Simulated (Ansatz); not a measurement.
Job for Ansatz (a program for electronic structure): U-B3LYP/def2-TZVPP on CF2 (SMILES F[C]F, charge +1), 2S+1 = 2, atoms moved off the minimum. Charge +1.

Ansatz 0.2 input:
```yaml
crystal:
  periodic: [false, false, false]
  atoms:
    - {symbol: F, position_ang: [-1.06623797, -0.20119182, 0.05652564]}
    - {symbol: C, position_ang: [0.00209882, 0.36503451, -0.01397165]}
    - {symbol: F, position_ang: [1.10114763, -0.09089855, -0.06254137]}
basis:
  gaussian:
    orbitals: def2-TZVPP
hamiltonian:
  xc: {name: B3LYP}
total_charge: 1
magnetization: {spin_polarized: true, initial_magnetization: 1}
output: {forces: true}
```

Output:

```
Functional definition: B3LYP
[...]
integrals: 0.01 GiB planned
492 factors; their error is unknown
mean field: 0.24 GiB planned
mean field evaluation 1: about -6453.0800 eV, gradient 5.3e1 eV
mean field evaluation 2: about -6438.8281 eV, gradient 8.8e1 eV
mean field evaluation 4: about -6459.6783 eV, gradient 1.8e0 eV
mean field evaluation 8: about -6459.6894 eV, gradient 1.5e-1 eV
mean field evaluation 16: about -6459.7103 eV, gradient 3.1e-5 eV
mean field -6459.71028165 eV, -237.3899743016 hartree, gradient 3.1e-5 eV, S^2 0.752438; 0 other end points of the search recorded, 0 dependent functions left out
the calculation of the forces begins
reference -6459.71041822 eV, -237.3899793207 hartree; 12, 11 occupied and 81, 82 virtual orbitals, 492 factors
Total energy: -6459.71041822 eV, -237.3899793207 hartree
Atom 0 at    -1.066238    -0.201192     0.056526 Å, force    -0.319254    -0.810686     0.035864 eV/Å
Atom 1 at     0.002099     0.365035    -0.013972 Å, force    -1.293201     2.103157     0.021010 eV/Å
Atom 2 at     1.101148    -0.090899    -0.062541 Å, force     1.612455    -1.292471    -0.056875 eV/Å
Dipole moment:     0.013835     0.164644    -0.004542 e Å
```

The run converged.

Cost: very roughly 1.5 core-seconds.
